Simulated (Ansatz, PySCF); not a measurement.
Al(I)(Me)(OH) (CH₄AlIO), SMILES [CH3][Al]([I])[OH]. Atoms are numbered in the order given.

```xyz
8

Al     0.0974    -1.3758     0.0000
I     -0.0469     1.1238     0.0000
C     -1.4937    -2.4948     0.0000
H     -2.1205    -2.2886     0.8920
H     -1.2196    -3.5687     0.0000
H     -2.1205    -2.2886    -0.8920
O      1.6455    -2.1179     0.0000
H      2.4767    -1.6168     0.0000
```
Charge 0, spin multiplicity 1.

Geometry optimised at PBE-D3(BJ)/def2-SVP. The structure was generated by enumeration; whether it is a known compound was not checked. The def2 effective core potentials stand for the cores of I; spin–orbit coupling is left out. One conformer was computed; it need not be the lowest.

Vertical ionisation energy (IE) and electron affinity (EA) in eV. Rows of orbital energies are one-electron estimates. Where ΔSCF, EOM or ADC give a negative EA the extra electron is unbound and the value depends on the basis.

```tsv
level	IE	EA
−ε(HOMO), −ε(LUMO), B3LYP/def2-TZVP (PySCF)	7.41	0.88
−ε(HOMO), −ε(LUMO), PBE/def2-TZVP (PySCF)	6.51	1.42
ΔSCF, PBE0/def2-SVPD (Ansatz), final states of multiplicity 2 and 2	9.83	-0.30
ΔSCF, PBE/def2-SVPD (Ansatz), final states of multiplicity 2 and 2	?	?
```

### Question
Fill in the missing entries. (Estimate from the structure and the level; the computed values follow.)

### Answer

- ΔSCF, PBE/def2-SVPD (Ansatz, a program for electronic structure), final states of multiplicity 2 and 2, IE: 9.53
- ΔSCF, PBE/def2-SVPD (Ansatz), final states of multiplicity 2 and 2, EA: -0.15

### Question
What vertical singlet–triplet gap does ΔSCF give with PBE0/def2-SVPD (Ansatz) and with PBE/def2-SVPD (Ansatz)? (The exact figures need the calculation; the answer reports its results.)

### Answer
5.55 and 5.13 eV (triplet above singlet where positive).
